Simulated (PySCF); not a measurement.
First SCF of a structure search on quintet MnF₃, at a hand-made trigonal pyramidal geometry. PySCF input:

```python
from pyscf import gto, scf, dft
mol = gto.M(atom='''
Mn     0.000000     0.000000     0.000000
F      1.615800     0.000000     0.859100
F     -0.807900     1.399300     0.859100
F     -0.807900    -1.399300     0.859100''',
    basis={'Mn': 'def2-SVP', 'F': 'def2-SVP'},
    charge=0, spin=4)
mf = dft.UKS(mol, xc='B3LYP')
mf.grids.atom_grid = (50, 194)
aux = {'Mn': 'def2-universal-JKFIT', 'F': 'def2-universal-JKFIT'}
mf = mf.density_fit(auxbasis=aux)
mf.conv_tol = 1e-08
mf.diis_space = 10
mf.max_cycle = 60
mf.init_guess = 'minao'
mf.verbose = 4
mf.kernel()
```

Excerpt of the output (cycles alone):

```
init E= -1448.77225272566
cycle= 1 E= -1443.25314505853  delta_E= 5.52  |g|=  2.4  |ddm|= 6.41
cycle= 2 E= -1414.59224952141  delta_E= 28.7  |g|= 7.06  |ddm|= 7.82
cycle= 3 E= -1434.62991441896  delta_E=  -20  |g|= 4.54  |ddm|= 5.58
cycle= 4 E= -1435.98052241456  delta_E= -1.35  |g|= 4.75  |ddm|= 2.02
cycle= 5 E= -1438.60065964118  delta_E= -2.62  |g|= 4.37  |ddm|= 1.65
cycle= 6 E= -1438.10290290192  delta_E= 0.498  |g|=  4.4  |ddm|= 0.26
cycle= 7 E= -1437.9768052069  delta_E= 0.126  |g|= 4.42  |ddm|= 0.157
cycle= 8 E= -1438.08546674068  delta_E= -0.109  |g|= 4.41  |ddm|= 0.0906
cycle= 9 E= -1438.11640071096  delta_E= -0.0309  |g|= 4.41  |ddm|= 0.0665
cycle= 10 E= -1438.22966392817  delta_E= -0.113  |g|=  4.4  |ddm|= 0.0909
cycle= 11 E= -1438.24003770221  delta_E= -0.0104  |g|=  4.4  |ddm|= 0.0492
cycle= 12 E= -1388.58068730349  delta_E= 49.7  |g|= 9.68  |ddm|=   12
cycle= 13 E= -1441.73057025446  delta_E= -53.1  |g|= 3.16  |ddm|= 9.87
... 10 lines left out ...
cycle= 24 E= -1450.20275613259  delta_E= -0.00014  |g|= 0.00577  |ddm|= 0.0154
cycle= 25 E= -1450.20287363276  delta_E= -0.000118  |g|= 0.00307  |ddm|= 0.0256
cycle= 26 E= -1450.20289795913  delta_E= -2.43e-05  |g|= 0.000913  |ddm|= 0.0132
cycle= 27 E= -1450.20290032372  delta_E= -2.36e-06  |g|= 0.000384  |ddm|= 0.00494
cycle= 28 E= -1450.20290050671  delta_E= -1.83e-07  |g|= 0.000113  |ddm|= 0.000995
cycle= 29 E= -1450.20290055702  delta_E= -5.03e-08  |g|= 6.05e-05  |ddm|= 0.000611
cycle= 30 E= -1450.20290057782  delta_E= -2.08e-08  |g|= 4.73e-05  |ddm|= 0.00048
cycle= 31 E= -1450.2029005853  delta_E= -7.48e-09  |g|= 9.22e-06  |ddm|= 0.000375
Extra cycle  E= -1450.20290058549  delta_E= -1.9e-10  |g|= 1.49e-05  |ddm|= 3.72e-05
converged SCF energy = -1450.20290058549  <S^2> = 6.08446  2S+1 = 5.0336706
```

No lower solution of this spin was found from smeared starts or by a stability analysis within the unrestricted form.

Open d and f shells are described by one determinant, and the ground state may have another occupation or spin.

The search for the lowest solution, 3 starts and the stability check together, took 64 s on 2 threads of a shared Intel Xeon @ 2.70GHz host, with 73 basis functions; the process peaked at 0.4 GiB.
